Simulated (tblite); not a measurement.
Species: C6H13BrOSi.
Numbering: `[CH3:1][CH2:2][CH2:3][C@H:4]([Br:5])[SiH2:6][C:7]([CH3:8])=[O:9]` (hydrogens: H10, H11, H12 on C1; H13, H14 on C2; H15, H16 on C3; H17 on C4; H18, H19 on Si6; H20, H21, H22 on C8)

Computed with GFN2-xTB (tblite), gas phase: L-BFGS steps from a force-field or distance-geometry start until the largest atomic force falls under 0.01 eV/Å.

Step 13: E = -798.1519 eV
```
atom  x, y, z in Å  |  force x, y, z in eV/Å
C1      2.4958   -0.8751   -2.0816   -0.025  -0.010  -0.014
C2      2.3103   -0.2654   -0.6984    0.019  -0.012   0.037
C3      0.9271   -0.5713   -0.1259   -0.032   0.027  -0.025
C4      0.6931    0.0605    1.2357    0.066  -0.005  -0.029
Br5     1.7860   -0.8637    2.6042   -0.003   0.014  -0.008
Si6    -1.1003   -0.0005    1.8801    0.037   0.013  -0.027
C7     -2.1749    1.1097    0.7249   -0.022  -0.032   0.021
C8     -3.6640    1.0416    0.9152   -0.005   0.015  -0.025
O9     -1.6574    1.8320   -0.0955    0.016   0.000  -0.029
H10     3.4803   -0.6382   -2.4764    0.018   0.016   0.020
H11     1.7492   -0.4861   -2.7708   -0.009  -0.005  -0.006
H12     2.3973   -1.9575   -2.0424   -0.014  -0.011   0.013
H13     3.0757   -0.6552   -0.0235    0.016  -0.016   0.011
H14     2.4417    0.8176   -0.7617   -0.011   0.013   0.002
H15     0.1665   -0.1730   -0.8041   -0.004   0.000  -0.027
H16     0.7904   -1.6543   -0.0628   -0.035   0.015  -0.012
H17     1.0807    1.0808    1.2334   -0.022   0.015   0.028
H18    -1.1369    0.5560    3.2304   -0.020   0.018   0.056
H19    -1.5917   -1.3777    1.8632   -0.013  -0.031  -0.010
H20    -3.9045    1.3081    1.9426    0.019  -0.037  -0.016
H21    -4.1803    1.7126    0.2312    0.019  -0.004   0.006
H22    -3.9944    0.0186    0.7454    0.005   0.019   0.034
```

Step 14: E = -798.1525 eV
```
atom  x, y, z in Å  |  force x, y, z in eV/Å
C1      2.4948   -0.8752   -2.0803   -0.008  -0.009  -0.007
C2      2.3091   -0.2659   -0.6969    0.014  -0.005   0.012
C3      0.9251   -0.5699   -0.1262   -0.013   0.011  -0.030
C4      0.6947    0.0599    1.2356    0.045   0.003  -0.016
Br5     1.7894   -0.8614    2.6028    0.002   0.006  -0.003
Si6    -1.0978   -0.0018    1.8777   -0.001   0.003   0.012
C7     -2.1734    1.1077    0.7237   -0.021   0.001  -0.013
C8     -3.6621    1.0415    0.9144   -0.016   0.002  -0.008
O9     -1.6571    1.8307   -0.0973    0.022  -0.013  -0.017
H10     3.4799   -0.6381   -2.4742    0.010   0.013   0.019
H11     1.7486   -0.4863   -2.7699   -0.010  -0.004  -0.005
H12     2.3966   -1.9576   -2.0406   -0.014  -0.013   0.009
H13     3.0731   -0.6561   -0.0210    0.019  -0.020   0.009
H14     2.4413    0.8171   -0.7599   -0.008   0.012   0.002
H15     0.1647   -0.1691   -0.8023   -0.005   0.009  -0.040
H16     0.7855   -1.6526   -0.0658   -0.031   0.010  -0.007
H17     1.0787    1.0809    1.2336   -0.005   0.031   0.023
H18    -1.1353    0.5562    3.2282   -0.021   0.011   0.044
H19    -1.5902   -1.3792    1.8614   -0.008  -0.021  -0.010
H20    -3.9012    1.3072    1.9419    0.016  -0.030   0.002
H21    -4.1811    1.7121    0.2324    0.031   0.004  -0.004
H22    -3.9937    0.0193    0.7459    0.001  -0.001   0.027
```

Step 15: E = -798.1529 eV
```
atom  x, y, z in Å  |  force x, y, z in eV/Å
C1      2.4942   -0.8754   -2.0796    0.007  -0.005   0.001
C2      2.3087   -0.2662   -0.6958    0.006   0.000  -0.011
C3      0.9238   -0.5689   -0.1270    0.004   0.001  -0.024
C4      0.6965    0.0596    1.2352    0.008   0.015  -0.002
Br5     1.7914   -0.8599    2.6019    0.008  -0.001  -0.001
Si6    -1.0960   -0.0024    1.8764   -0.023  -0.004   0.037
C7     -2.1728    1.1065    0.7228   -0.006   0.018  -0.031
C8     -3.6611    1.0416    0.9138   -0.013  -0.008   0.006
O9     -1.6566    1.8296   -0.0987    0.019  -0.024  -0.006
H10     3.4798   -0.6377   -2.4724    0.001   0.007   0.016
H11     1.7481   -0.4866   -2.7695   -0.006  -0.004  -0.002
H12     2.3958   -1.9579   -2.0394   -0.012  -0.010   0.006
H13     3.0721   -0.6571   -0.0193    0.013  -0.018   0.003
H14     2.4408    0.8170   -0.7588   -0.004   0.004   0.004
H15     0.1635   -0.1666   -0.8022   -0.002   0.016  -0.042
H16     0.7820   -1.6513   -0.0677   -0.027   0.007  -0.005
H17     1.0773    1.0815    1.2342    0.007   0.034   0.016
H18    -1.1349    0.5565    3.2279   -0.019   0.001   0.023
H19    -1.5896   -1.3805    1.8602   -0.001  -0.005  -0.009
H20    -3.8990    1.3060    1.9414    0.012  -0.019   0.016
H21    -4.1811    1.7119    0.2330    0.030   0.012  -0.013
H22    -3.9933    0.0197    0.7469   -0.004  -0.017   0.018
```

Step 16: E = -798.1533 eV
```
atom  x, y, z in Å  |  force x, y, z in eV/Å
C1      2.4937   -0.8757   -2.0792    0.015  -0.002   0.007
C2      2.3086   -0.2665   -0.6951   -0.002   0.002  -0.024
C3      0.9228   -0.5679   -0.1281    0.012   0.000  -0.010
C4      0.6980    0.0597    1.2348   -0.031   0.025   0.007
Br5     1.7931   -0.8588    2.6012    0.011  -0.005  -0.002
Si6    -1.0950   -0.0029    1.8760   -0.031  -0.007   0.046
C7     -2.1725    1.1057    0.7217    0.012   0.018  -0.030
C8     -3.6606    1.0414    0.9134   -0.002  -0.014   0.013
O9     -1.6557    1.8283   -0.1000    0.012  -0.029  -0.001
H10     3.4799   -0.6373   -2.4708   -0.006  -0.001   0.010
H11     1.7476   -0.4868   -2.7692    0.000  -0.005   0.003
H12     2.3950   -1.9583   -2.0383   -0.008  -0.003   0.002
H13     3.0715   -0.6582   -0.0180    0.003  -0.012  -0.006
H14     2.4404    0.8171   -0.7579    0.002  -0.006   0.004
H15     0.1626   -0.1645   -0.8030    0.008   0.019  -0.036
H16     0.7786   -1.6502   -0.0693   -0.021   0.008  -0.005
H17     1.0764    1.0827    1.2351    0.014   0.027   0.008
H18    -1.1351    0.5568    3.2282   -0.018  -0.008   0.006
H19    -1.5892   -1.3816    1.8590    0.006   0.010  -0.007
H20    -3.8970    1.3046    1.9414    0.009  -0.008   0.022
H21    -4.1804    1.7121    0.2331    0.023   0.015  -0.016
H22    -3.9930    0.0197    0.7480   -0.007  -0.024   0.007
```

**Question.** Estimate the geometry and energy of step 17. (The exact step hangs on the optimiser's Hessian estimate; all steps are aligned on step 16, rigid shifts and turns removed.)

**Answer.** E = -798.1536 eV, largest force 0.069 eV/Å
```
atom  x, y, z in Å  |  force x, y, z in eV/Å
C1      2.4934   -0.8761   -2.0786    0.015   0.000   0.009
C2      2.3085   -0.2669   -0.6947   -0.009   0.002  -0.023
C3      0.9218   -0.5668   -0.1294    0.009   0.005   0.007
C4      0.6991    0.0604    1.2344   -0.060   0.032   0.011
Br5     1.7952   -0.8576    2.6004    0.010  -0.005  -0.007
Si6    -1.0945   -0.0034    1.8763   -0.029  -0.004   0.039
C7     -2.1721    1.1050    0.7202    0.025   0.005  -0.012
C8     -3.6601    1.0411    0.9131    0.011  -0.015   0.014
O9     -1.6544    1.8266   -0.1017    0.002  -0.028  -0.002
H10     3.4798   -0.6369   -2.4688   -0.007  -0.008   0.001
H11     1.7471   -0.4873   -2.7688    0.007  -0.006   0.007
H12     2.3939   -1.9588   -2.0371   -0.002   0.003  -0.002
H13     3.0708   -0.6596   -0.0167   -0.009  -0.005  -0.016
H14     2.4400    0.8170   -0.7568    0.009  -0.015   0.003
H15     0.1618   -0.1617   -0.8044    0.021   0.019  -0.023
H16     0.7746   -1.6489   -0.0712   -0.014   0.013  -0.004
H17     1.0756    1.0845    1.2362    0.016   0.011   0.000
H18    -1.1355    0.5570    3.2287   -0.018  -0.013  -0.003
H19    -1.5885   -1.3827    1.8576    0.009   0.018  -0.004
H20    -3.8947    1.3030    1.9419    0.007   0.001   0.020
H21    -4.1792    1.7124    0.2332    0.014   0.012  -0.013
H22    -3.9929    0.0192    0.7493   -0.007  -0.022  -0.002
```

The energy changes by -0.0004 eV. The first-order estimate −F·Δx gives -0.0005 eV and the mean of the old and new forces, exact on a quadratic surface, -0.0004 eV. The step makes an angle of 65° with the force vector and moves no atom by more than 0.005 Å.

The cost below is that of the whole relaxation. On one thread, Arm Neoverse N1 (aarch64), no GPU, shared host with 64 logical CPUs at a one-minute load of 55, this took 1.6 s wall.
